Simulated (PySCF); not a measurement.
Predicted microwave data (PBE0/pcSseg-1 in PySCF (dipole) on a GFN2-xTB geometry, gas phase) for one isomer of C5H11FOSi3:

| Property | Result |
| --- | --- |
| Rotational constants | A = 921.1, B = 742.2, C = 543.7 MHz |
| Dipole components | \|μa\| = 2.20 D, \|μb\| = 1.94 D, \|μc\| = 0.57 D |
| Inertial defect | -300.11 u·Å² |
| κ | 0.05 |

Question: Which structure is it? (One computed conformer of each.)
A. `[CH2:1]=[CH:2][CH2:3][Si:4]1([C:5](=[CH2:6])[F:7])[SiH2:8][O:9][SiH2:10]1` with C1–C2–C3–Si4 98°, C2–C3–Si4–C5 70°, C3–Si4–C5–C6 9°
B. `[CH2:1]=[C:2]([CH3:3])[Si:4]1([C:5](=[CH2:6])[F:7])[SiH2:8][O:9][SiH2:10]1` with C1–C2–Si4–C5 -18°, C2–Si4–C5–C6 -39°

Answer: B. It is C=C(C)[Si]1(C(=C)F)[SiH2]O[SiH2]1, an asymmetric top, point group C1. The candidates at the same level (rigid rotor, commonest isotopes):

```json
{"SMILES": "C=C(C)[Si]1(C(=C)F)[SiH2]O[SiH2]1", "A (MHz)": "921.1", "B (MHz)": "742.2", "C (MHz)": "543.7", "μa (D)": "2.20", "μb (D)": "1.94", "μc (D)": "0.57", "Δ (u·Å²)": "-300.11", "point group": "C1", "rotor": "asymmetric top"}
{"SMILES": "C=CC[Si]1(C(=C)F)[SiH2]O[SiH2]1", "A (MHz)": "924.9", "B (MHz)": "688.0", "C (MHz)": "517.7", "μa (D)": "2.65", "μb (D)": "0.16", "μc (D)": "1.31", "Δ (u·Å²)": "-304.82", "point group": "C1", "rotor": "asymmetric top"}
```

`C=CC[Si]1(C(=C)F)[SiH2]O[SiH2]1` has B 7 % too low. No structure here is proved a minimum.
